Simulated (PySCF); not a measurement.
# ²⁹Si chemical shifts

- GFN2-xTB geometry
- GIAO PBE0/pcSseg-1 shieldings
- program: PySCF 2.14
- non-relativistic, in vacuum, averaged over atoms made equivalent by symmetry, fast rotation or ring inversion, a single conformation

Shieldings were converted by a linear fit to measured shifts: ²⁹Si: δ = 279.94 − 0.822σ (rms 8.9 ppm, 72 shifts, 25.8 ppm with the 6 outliers that the fit left out vs TMS, solution or neat liquid). Occasional misses reach two or three times the rms, and more in compound classes unlike the fitted ones.

Question: Give the ²⁹Si shifts of `CO[SiH2][SiH3]`, `CO[SiH2][SiH3]`, `CCO[C@@H]1[SiH2]O[SiH2]C1=O`, `C#C[SiH2][Si@H]1C[C@H](S[SiH3])C1`, `C[Si@]([SiH3])(P)C[SiH3]`, `F[C@@H]1[SiH2][SiH2]C[C@@H](O[SiH3])[SiH2]1`, `C[Si](C)(C)n1ncc([SiH3])n1`.

Answer: 
```json
{"compound": "[CH3:1][O:2][SiH2:3][SiH3:4]", "environment": "Si3: silicon bonded to O, Si, 2 H", "δ (ppm)": "-25.0"}
{"compound": "[CH3:1][O:2][SiH2:3][SiH3:4]", "environment": "Si4: silicon bonded to Si, 3 H", "δ (ppm)": "-106.5"}
{"compound": "[CH3:1][O:2][SiH2:3][SiH3:4]", "environment": "Si3: silicon bonded to O, Si, 2 H", "δ (ppm)": "-25.0"}
{"compound": "[CH3:1][O:2][SiH2:3][SiH3:4]", "environment": "Si4: silicon bonded to Si, 3 H", "δ (ppm)": "-106.5"}
{"compound": "[CH3:1][CH2:2][O:3][C@@H:4]1[SiH2:5][O:6][SiH2:7][C:8]1=[O:9]", "environment": "Si5: silicon bonded to C, O, 2 H, in a 5-membered ring", "δ (ppm)": "-16.8"}
{"compound": "[CH3:1][CH2:2][O:3][C@@H:4]1[SiH2:5][O:6][SiH2:7][C:8]1=[O:9]", "environment": "Si7: silicon bonded to C, O, 2 H, in a 5-membered ring", "δ (ppm)": "-43.8"}
{"compound": "[CH:1]#[C:2][SiH2:3][Si@H:4]1[CH2:5][C@H:6]([S:7][SiH3:8])[CH2:9]1", "environment": "Si4: silicon bonded to 2 C, Si, H, in a 4-membered ring", "δ (ppm)": "-48.5"}
{"compound": "[CH:1]#[C:2][SiH2:3][Si@H:4]1[CH2:5][C@H:6]([S:7][SiH3:8])[CH2:9]1", "environment": "Si8: silicon bonded to S, 3 H", "δ (ppm)": "-55.8"}
{"compound": "[CH:1]#[C:2][SiH2:3][Si@H:4]1[CH2:5][C@H:6]([S:7][SiH3:8])[CH2:9]1", "environment": "Si3: silicon bonded to C, Si, 2 H", "δ (ppm)": "-88.4"}
{"compound": "[CH3:1][Si@:2]([SiH3:3])([PH2:4])[CH2:5][SiH3:6]", "environment": "Si2: silicon bonded to 2 C, P, Si", "δ (ppm)": "-21.8"}
{"compound": "[CH3:1][Si@:2]([SiH3:3])([PH2:4])[CH2:5][SiH3:6]", "environment": "Si6: silicon bonded to C, 3 H", "δ (ppm)": "-70.6"}
{"compound": "[CH3:1][Si@:2]([SiH3:3])([PH2:4])[CH2:5][SiH3:6]", "environment": "Si3: silicon bonded to Si, 3 H", "δ (ppm)": "-98.8"}
{"compound": "[F:1][C@@H:2]1[SiH2:3][SiH2:4][CH2:5][C@@H:6]([O:7][SiH3:8])[SiH2:9]1", "environment": "Si8: silicon bonded to O, 3 H", "δ (ppm)": "-38.4"}
{"compound": "[F:1][C@@H:2]1[SiH2:3][SiH2:4][CH2:5][C@@H:6]([O:7][SiH3:8])[SiH2:9]1", "environment": "Si9: silicon bonded to 2 C, 2 H, in a 6-membered ring", "δ (ppm)": "-42.6"}
{"compound": "[F:1][C@@H:2]1[SiH2:3][SiH2:4][CH2:5][C@@H:6]([O:7][SiH3:8])[SiH2:9]1", "environment": "Si3: silicon bonded to C, Si, 2 H, in a 6-membered ring", "δ (ppm)": "-69.5"}
{"compound": "[F:1][C@@H:2]1[SiH2:3][SiH2:4][CH2:5][C@@H:6]([O:7][SiH3:8])[SiH2:9]1", "environment": "Si4: silicon bonded to C, Si, 2 H, in a 6-membered ring", "δ (ppm)": "-75.7"}
{"compound": "[CH3:1][Si:2]([CH3:3])([CH3:4])[n:5]1[n:6][cH:7][c:8]([SiH3:9])[n:10]1", "environment": "Si2: silicon bonded to 3 C, N", "δ (ppm)": "7.0"}
{"compound": "[CH3:1][Si:2]([CH3:3])([CH3:4])[n:5]1[n:6][cH:7][c:8]([SiH3:9])[n:10]1", "environment": "Si9: silicon bonded to C, 3 H", "δ (ppm)": "-77.3"}
```
